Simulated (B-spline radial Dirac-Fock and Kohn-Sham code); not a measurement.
## Photoemission from Nd at 2210 eV, detector at θ = 45°, φ = 0°

System: the free neodymium atom, [Xe] 4f4 6s2. Calculated with a radial atomic solver, using Dirac-Hartree-Slater photoionisation with a Latter tail; cross sections with all multipoles, angular parameters from the dipole term and its interference with E2. Thresholds are tabulated edges, those marked * orbital energies of the model. For linearly polarised light dσ/dΩ = σ/(4π) [1 + β P₂(cos θ) + (δ + γ cos²θ) sin θ cos φ], with θ from the polarisation vector and φ the angle between the beam and the projection of the electron momentum on the plane normal to the polarisation. The dipole factor is 1 + βP₂ and the non-dipole term is the rest of the bracket. Open shells are filled statistically over j.

The run's input, task.json:

```json
{"items": [{
  "Z": 60,
  "q": 0,
  "cfg": [[1, 0, 2], [2, 0, 2], [2, 1, 6], [3, 0, 2], [3, 1, 6], [3, 2, 10], [4, 0, 2], [4, 1, 6], [4, 2, 10], [4, 3, 4], [5, 0, 2], [5, 1, 6], [6, 0, 2]],
  "A": 142,
  "rrms": 4.9123,
  "do": "xps",
  "hv": [60.5, 80, 87.1, 100, 111.0, 154.0, 163.0, 181.0, 200, 258.0, 300, 369.0, 497.0, 747.0, 783.0, 800, 1200.0, 1450.0, 2000, 2210.0, 2420.0, 2480.0, 2780.0, 3170.0, 4000, 5040.0, 5414.7, 7470.0, 8400.0, 13300.0],
  "edges": {"K": 43569.0, "L1": 7126.0, "L2": 6722.0, "L3": 6208.0, "M1": 1575.0, "M2": 1403.0, "M3": 1297.0, "M4": 1003.3, "M5": 980.4, "N1": 319.2, "N2": 243.3, "N3": 224.6, "N4": 120.5, "N5": 120.5}
}]}
```

Command: `python xray2_run.py task.json out`

| subshell | threshold (eV) | σ (kb) | β | γ | δ | dipole factor | non-dipole term | dσ/dΩ (kb/sr) |
| --- | --- | --- | --- | --- | --- | --- | --- | --- |
| 3s | 1575.0 | 33.3 | 1.97 | 0.55 | 0.000 | 1.493 | +0.193 | 4.47 |
| 3p1/2 | 1403.0 | 47.2 | 1.49 | 0.12 | 0.013 | 1.373 | +0.051 | 5.34 |
| 3p3/2 | 1297.0 | 98.3 | 1.53 | 0.03 | 0.009 | 1.383 | +0.019 | 11.0 |
| 3d3/2 | 1003.3 | 114 | 1.20 | 0.12 | 0.053 | 1.301 | +0.080 | 12.5 |
| 3d5/2 | 980.4 | 162 | 1.20 | 0.15 | 0.053 | 1.300 | +0.089 | 17.9 |
| 4s | 319.2 | 9.32 | 1.98 | 0.07 | 0.000 | 1.494 | +0.026 | 1.13 |
| 4p1/2 | 243.3 | 11.0 | 1.69 | -0.02 | -0.002 | 1.423 | -0.008 | 1.24 |
| 4p3/2 | 224.6 | 21.8 | 1.72 | -0.03 | 0.003 | 1.431 | -0.008 | 2.47 |
| 4d3/2 | 120.5 | 16.8 | 1.35 | 0.31 | 0.046 | 1.338 | +0.143 | 1.98 |
| 4d5/2 | 120.5 | 23.9 | 1.31 | 0.33 | 0.047 | 1.328 | +0.149 | 2.81 |
| 4f5/2 | 7.60* | 0.560 | 0.95 | 0.68 | 0.158 | 1.238 | +0.350 | 0.0707 |
| 4f7/2 | 7.12* | 0.712 | 0.94 | 0.68 | 0.159 | 1.234 | +0.352 | 0.0899 |
| 5s | 44.19* | 1.67 | 1.98 | 0.03 | 0.000 | 1.495 | +0.009 | 0.200 |
| 5p1/2 | 27.51* | 1.60 | 1.71 | -0.01 | -0.002 | 1.427 | -0.006 | 0.181 |
| 5p3/2 | 24.25* | 3.05 | 1.74 | -0.02 | 0.003 | 1.435 | -0.004 | 0.348 |
| 6s | 4.76* | 0.138 | 1.98 | 0.02 | 0.000 | 1.495 | +0.007 | 0.0165 |
